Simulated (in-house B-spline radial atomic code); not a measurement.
## RPA and G0W0 on TPSS: the zirconium ion Zr⁴⁺

Configuration [Ar] 3d10 4s2 4p6, mean-field start TPSS. Computed with an all-electron radial atomic-structure program (B-spline basis): all electrons, non-relativistic, point nucleus, each spin shell either full or empty, empty states to l = 9 with an (l + 1/2)⁻⁴ tail; G0W0 by contour deformation at full frequency.

Without relativity these are model numbers: it shifts the levels of so heavy an element strongly and can reorder them.

Command:
```bash
python run_gw.py task.json out
```
Settings (radii: box in bohr, nucleus in fm):
```
Z                        40
electrons                36
configuration            [Ar] 3d10 4s2 4p6
hamiltonian              nr
method                   tpss,tpss
lmax                     9
spin_polarised           False
box_radius               11.96
intervals                51
```

Time taken, with all properties: 1.2 s on 1 thread of AMD EPYC 7R13 Processor (shared host).

Energies (hartree):

```json
{"term": "mean-field total", "value": "-3537.92190"}
{"term": "Hartree-Fock functional on these orbitals", "value": "-3536.28033"}
{"term": "direct second order", "value": "-3.0411"}
{"term": "second-order exchange", "value": "0.86939"}
{"term": "SOSEX correction", "value": "0.80788"}
```

Task: What is the RPA correlation energy, and what remains with SOSEX?

Result: RPA gives -2.6845 hartree (-2.03 eV per electron); RPA + SOSEX gives -1.8766, and the second-order doubles -2.1717 hartree (no singles). SOSEX takes back 30 % of the RPA value.

Quasi-particle levels (eV):

```tsv
level	occupied	mean field	Σx - vxc	Σc	QP weight	G0W0
4p	yes	-72.79	-7.39	?	?	?
3d	yes	-220.86	-26.59	7.92	0.883	-239.53
4d	no	-40.74	7.80	-2.18	0.964	-35.12
```

G0W0 = mean field + (Σx - vxc) + Σc, with Σc (partial-wave tail included) taken at the quasi-particle energy. Only the outer levels were computed. Levels of low weight are left out.

Task: Where does G0W0 put 4p?

Result: At -80.71 eV, with Σc = -0.53 eV and a quasi-particle weight of 0.947. The tabulated removal energy is 80.348 ± 0.007 eV (NIST, semi-empirical); the calculation leaves out relativity, Breit and QED terms, and what these don't explain is the method's own error.
